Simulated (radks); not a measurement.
Effect of the nuclear size on the selenium ion Se+, [Ar] 3d10 4s2 4p3. Method: Dirac Kohn-Sham, PBE, spin-unpolarised, spherical densities, finite nucleus; open shells fill j = l - 1/2 first; Fermi nuclear charge, rms radius 4.14 fm; computed with a radial shooting solver on a logarithmic mesh with Libxc functionals. The rms radius is varied about that value; shifts are against it.

| rms radius (fm) | total energy shift (eV) | density at nucleus (e/bohr^3) | 1s1/2 shift (meV) | 2s1/2 shift (meV) | 3s1/2 shift (meV) | 3p1/2 shift (meV) | 4s1/2 shift (meV) |
|---|---|---|---|---|---|---|---|
| 3.4321 | -0.146 | 4.03e+04 | -62.1 | -6.17 | -0.946 | 0.096 | -0.090 |
| 3.8212 | -0.0690 | 3.999e+04 | -29.3 | -2.91 | -0.446 | 0.045 | -0.042 |
| 4.14 | 0 | 3.976e+04 | 0.000 | 0.000 | 0.000 | 0.000 | 0.000 |
| 4.4464 | 0.0711 | 3.956e+04 | 30.2 | 3.00 | 0.460 | -0.047 | 0.044 |
| 4.6906 | 0.131 | 3.941e+04 | 55.7 | 5.54 | 0.849 | -0.086 | 0.080 |

Slopes of the eigenvalues against <r^2> in GHz/fm^2, as finite differences over the two radii next to the reference (eigenvalue slopes, not the field-shift constants of lines): 1s1/2 2780, 2s1/2 277, 3s1/2 42.4, 3p1/2 -4.32, 4s1/2 4.02.
